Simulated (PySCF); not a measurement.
C₂H₃F₂, SMILES F[C](F)C (connectivity only; charge and spin as stated), charge +1, multiplicity 1.

Coordinates come from a PBE0-D3(BJ)/def2-SVP optimisation. The spin state was assumed, not searched. The isomer is the one that the SMILES or the coordinates give; other isomers of the formula were not compared.

All values below come from PBE0-D3(BJ)/def2-SVP in PySCF.

Harmonic, unscaled wavenumbers; measured fundamentals usually lie a few per cent lower.

```tsv
mode	ν (cm⁻¹)	IR (km/mol)	moving atoms (share of kinetic energy)
1	58	4.9	H 92 %
2	429	0.0	F 46 %, H 29 %, C 25 %
3	542	2.0	H 47 %, C 40 %, F 13 %
4	615	21.6	F 62 %, C 30 %
5	939	4.8	F 51 %, C 35 %, H 15 %
6	1008	0.0	H 64 %, C 26 %, F 10 %
7	1019	56.8	C 56 %, H 37 %
8	1313	59.0	H 84 %, C 14 %
9	1343	82.5	H 96 %
10	1409	24.0	H 85 %, C 12 %
11	1586	426.9	C 77 %, F 18 %
12	1630	321.6	C 72 %, F 24 %
13	2993	119.0	H 95 %
14	3126	52.4	H 93 %
15	3211	56.3	H 90 %, C 10 %
```
